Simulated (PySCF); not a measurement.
Building multiplets from coupling constants

Molfile (atoms numbered from 1):
```
C8H8O
     RDKit          3D

 17 17  0  0  0  0  0  0  0  0999 V2000
   -1.7424    1.0999   -1.3171 C   0  0  0  0  0  0  0  0  0  0  0  0
   -1.0961    0.0084   -0.8652 C   0  0  0  0  0  0  0  0  0  0  0  0
   -1.3833   -1.3784   -1.2337 C   0  0  0  0  0  0  0  0  0  0  0  0
   -0.5192   -2.1879   -0.5663 C   0  0  0  0  0  0  0  0  0  0  0  0
    0.3517   -1.3609    0.2529 C   0  0  0  0  0  0  0  0  0  0  0  0
    0.0270   -0.0409    0.0910 C   0  0  0  0  0  0  0  0  0  0  0  0
    0.6660    1.1174    0.7345 C   0  0  0  0  0  0  0  0  0  0  0  0
    1.7935    0.8423    1.7034 C   0  0  0  0  0  0  0  0  0  0  0  0
    0.3119    2.2592    0.5043 O   0  0  0  0  0  0  0  0  0  0  0  0
   -1.4458    2.0929   -0.9742 H   0  0  0  0  0  0  0  0  0  0  0  0
   -2.5670    1.0007   -2.0290 H   0  0  0  0  0  0  0  0  0  0  0  0
   -2.1666   -1.6798   -1.9296 H   0  0  0  0  0  0  0  0  0  0  0  0
   -0.4716   -3.2757   -0.6231 H   0  0  0  0  0  0  0  0  0  0  0  0
    1.1434   -1.7503    0.8951 H   0  0  0  0  0  0  0  0  0  0  0  0
    2.1498    1.7967    2.1094 H   0  0  0  0  0  0  0  0  0  0  0  0
    2.6250    0.3264    1.1988 H   0  0  0  0  0  0  0  0  0  0  0  0
    1.4550    0.1954    2.5273 H   0  0  0  0  0  0  0  0  0  0  0  0
  1  2  2  0
  2  3  1  0
  3  4  2  0
  4  5  1  0
  5  6  2  0
  6  7  1  0
  7  8  1  0
  7  9  2  0
  6  2  1  0
  1 10  1  0
  1 11  1  0
  3 12  1  0
  4 13  1  0
  5 14  1  0
  8 15  1  0
  8 16  1  0
  8 17  1  0
M  END
```

[PySCF 2.14: PBE0-D3(BJ)/def2-SVP geometry; GIAO PBE0/pcSseg-1 shieldings; B3LYP/pcJ-1 coupling constants (without the spin–dipole term); relativity neglected; no solvent model; a single conformation; averaged over atoms made equivalent by symmetry, fast rotation or ring inversion]

Shifts are taken against calculated references (same method and geometry level): 13C, 1H vs TMS.

Spectrometer: 600 MHz for 1H. First-order analysis; couplings under 1 Hz (under 4 Hz in carbon signals) are ignored, and nearly equal couplings are merged; the smaller ones broaden or split the lines further.

Problem. What pattern does C1 show in the proton-coupled 13C spectrum?

Solution. A doublet of doublets at δ 149.0: 181.9 Hz to H10 (1 × 1H, 1 bond away), 165.2 Hz to H11 (1 × 1H, 1 bond away). Lines in Hz from the centre (relative intensity): +173.6 (1), +8.3 (1), -8.3 (1), -173.6 (1). The outer lines are 347.1 Hz apart, the sum of the couplings kept, or 2.301 ppm at this field.

Problem. What pattern does H11 show (1H)?

Solution. A doublet of doublets at δ 6.67: 3.2 Hz to H10 (1 × 1H, 2 bonds away), 1.9 Hz to H14 (1 × 1H, 5 bonds away). Lines in Hz from the centre (relative intensity): +2.5 (1), +0.7 (1), -0.7 (1), -2.5 (1). The outer lines are 5.1 Hz apart, the sum of the couplings kept, or 0.008 ppm at this field.

Problem. What pattern does H14 show (1H)?

Solution. A doublet of doublets of doublets at δ 7.15: 3.0 Hz to H13 (1 × 1H, 3 bonds away), 1.9 Hz to H11 (1 × 1H, 5 bonds away), 1.0 Hz to H12 (1 × 1H, 4 bonds away). Lines in Hz from the centre (relative intensity): +3.0 (1), +1.9 (1), +1.1 (1), +0.1 (1), -0.1 (1), -1.1 (1), -1.9 (1), -3.0 (1). The outer lines are 5.9 Hz apart, the sum of the couplings kept, or 0.010 ppm at this field.

Problem. What pattern does H10 show (1H)?

Solution. A doublet of doublets at δ 8.06: 3.2 Hz to H11 (1 × 1H, 2 bonds away), 1.4 Hz to H13 (1 × 1H, 5 bonds away). Lines in Hz from the centre (relative intensity): +2.3 (1), +0.9 (1), -0.9 (1), -2.3 (1). The outer lines are 4.6 Hz apart, the sum of the couplings kept, or 0.008 ppm at this field.

Unscaled 3J(H,H) at this level run about 10 % above measured values.
